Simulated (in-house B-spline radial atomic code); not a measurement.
Cu. Computed with a B-spline radial atomic code. Model: non-relativistic spherical atom: semilocal Troullier-Martins pseudo-atom, one channel per l, against all electrons, high spin, G0W0 and RPA with empty states to l = 8, local potential for every l without a channel, a model core (radius 0 = none) keeps its share of the functional.

What the tables leave out is listed at the end.

The pseudopotential gives back the lowest level of each angular momentum of its own functional in the configuration it was made in; a second state of the same l is only approximately right. Exact exchange, RPA and GW see the smooth pseudo-orbitals and miss the exchange with the core, for which the functional's share stands in. The column with an uncorrelated core keeps all orbitals and exact exchange, and so separates missing core correlation from pseudisation. Only the three outermost levels and the lowest empty one were computed. RPA here is direct RPA, with no exchange kernel, and its energies carry an (l + 1/2)⁻⁴ tail. A hybrid on a potential with a model core restores only its own semilocal share of the core's exchange.

Command:
```bash
python run_psgw.py task.json out
```
Settings (lengths in bohr, energies in hartree):
```
Z                      29
electrons              29
configuration          [Ar] 3d10 4s1
generated_in           [Ar] 3d10 4s1
functional             lda,vwn
core_shells            4
radius_factor          0.9
core_correction        False
ion_configuration      [Ar] 3d10
```

Cost of the run: 39 s on 1 thread of Arm Neoverse V2, with other jobs on the host.

Given: made with LDA VWN5; model core radius 0 bohr; local radius 0.791 bohr; mean-field start LDA VWN5.

Valence shells of the generating configuration: 3p, 3d, 4s.

Channel: s 2.068, p 0.566, d 1.631 (radii in bohr).

Computed: largest level miss in the spin-unpolarised generating configuration 0 eV; valence RPA correlation energy all-electron orbitals -1.2962 hartree; all-electron RPA polarisability, core included 31.135 bohr³; ionisation by mean-field all-electron 8.387 eV; ionisation by mean-field pseudo minus all 0.005 eV; ionisation by RPA all-electron 8.0557 eV; ionisation by RPA pseudo minus all 0.726 eV.

```tsv
level	occupied	mean-field all-electron (eV)	mean-field pseudo minus all (eV)	G0W0 all-electron (eV)	G0W0 uncorrelated core minus all (eV)	G0W0 pseudo minus all (eV)	exchange self-energy all-electron (eV)	exchange self-energy pseudo (eV)
4s up	1	-5.0072	-0.001	-8.1446	-0.039	-0.505	-10.991	-11.02
4s down (empty)	0	-4.188	0.002	-1.3643	-0.038	-0.478	-2.454	-2.5042
```

**Question.** What is the valence RPA correlation energy pseudo?

**Answer.** -1.357 hartree.

**Question.** What is the pseudo-atom RPA polarisability?

**Answer.** 31.103 bohr³.

Given: mean-field start PBE0.

Computed: valence RPA correlation energy all-electron orbitals -1.2206 hartree; valence RPA correlation energy pseudo -1.2931 hartree; pseudo-atom RPA polarisability 27.3 bohr³; ionisation by mean-field all-electron 7.7474 eV; ionisation by mean-field pseudo minus all 0.186 eV; ionisation by RPA pseudo minus all 0.722 eV.

| level | occupied | mean-field all-electron (eV) | mean-field pseudo minus all (eV) | G0W0 all-electron (eV) | G0W0 uncorrelated core minus all (eV) | G0W0 pseudo minus all (eV) | exchange self-energy all-electron (eV) | exchange self-energy pseudo (eV) |
| --- | --- | --- | --- | --- | --- | --- | --- | --- |
| 4s up | 1 | -5.3671 | -0.14 | -7.8448 | -0.038 | -0.516 | -10.454 | -10.863 |
| 4s down (empty) | 0 | -2.6753 | -0.1 | -1.045 | -0.033 | -0.379 | -2.0007 | -2.235 |

**Question.** What is the ionisation by RPA all-electron?

**Answer.** 7.9169 eV.

**Question.** What is the all-electron RPA polarisability, core included?

**Answer.** 28.821 bohr³.

Given: mean-field start Hartree-Fock.

Computed: valence RPA correlation energy all-electron orbitals -1.0636 hartree; all-electron RPA polarisability, core included 25.07 bohr³; pseudo-atom RPA polarisability 18.437 bohr³; ionisation by mean-field pseudo minus all 0.862 eV; ionisation by RPA all-electron 7.4769 eV; ionisation by RPA pseudo minus all 0.818 eV.

```
  level  occupied  mean-field all-electron (eV)  mean-field pseudo minus all (eV)  G0W0 all-electron (eV)  G0W0 uncorrelated core minus all (eV)  G0W0 pseudo minus all (eV)  exchange self-energy all-electron (eV)  exchange self-energy pseudo (eV)
  4s up         1                       -6.5206                            -0.937                 -7.3843                                 -0.027                       -0.81                                 -9.1085                           -11.104
3d down         1                       -13.424                               1.1                 -11.159                                  0.101                       0.889                                 -47.128                           -39.847
  3d up         1                       -13.308                             0.943                 -11.165                                    0.1                       0.776                                 -46.482                           -39.427
```

**Question.** What is the valence RPA correlation energy pseudo?

**Answer.** -1.1609 hartree.

**Question.** What is the ionisation by mean-field all-electron?

**Answer.** 6.422 eV.

Among the listed levels the largest G0W0 shift of the pseudo-atom is +0.89 eV, for 3d down on the Hartree-Fock start, while leaving the core uncorrelated moves that level by +0.10 eV. So pseudisation and the lost core exchange, not the missing core correlation, make the error. Not in the tables (levels of low weight, unsolved or above zero; the highest and the empty levels are kept at any weight): on LDA the G0W0 levels 3d down (pseudo minus all +0.47 eV, weights 0.55 and 0.49), 3d up (pseudo minus all +0.44 eV, weights 0.54 and 0.49); on PBE0 the G0W0 levels 3d down (pseudo minus all +1.00 eV, weights 0.72 and 0.70), 3d up (pseudo minus all +1.05 eV, weights 0.68 and 0.51).
